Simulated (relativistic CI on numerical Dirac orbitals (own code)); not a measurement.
Computed by Dirac-Coulomb-Breit CI, orbitals from a KLI potential per configuration, a model potential for QED, unscaled Slater integrals (own radial code, finite nucleus).

The strongest absorption lines from the ground level of an ion, among the configurations computed and to levels below about 562 eV (vacuum wavelength in nm, gf): 4.1942 (0.13), 4.3432 (0.71), 4.3704 (1.2), 4.3984 (1.4), 4.6182 (0.091), 5.4172 (0.098), 5.7516 (0.36), 6.0500 (0.52).

(1) Which ion is it?
A. Sm⁴⁶⁺
B. I³⁷⁺
C. Pr⁴³⁺
D. Ba⁴⁰⁺

Results:

(1) D. Ba⁴⁰⁺ has 16 electrons and the ground level 3s2.3p4 3P_2; the strongest line goes to 3s2.3p3.3d 3D°_3. The pattern of lines fixes the number of electrons, and along that sequence the line energies rise steadily with the charge (about as its square where n changes within one kind of shell, about linearly where n is kept but much faster in heavy ions where fine structure, which grows about as Z⁴, sets the gap, and irregularly where shells cross), which fixes Z. Configurations outside the model, such as inner-shell arrays, can give stronger lines. At this charge energies of transitions that change n are usually good to better than 1 %, and those within a shell (Δn = 0) to a few per cent.

LS names give the leading component of a level, which can be under half, so a name can repeat, a term be missing and a line seem to break the LS rules.
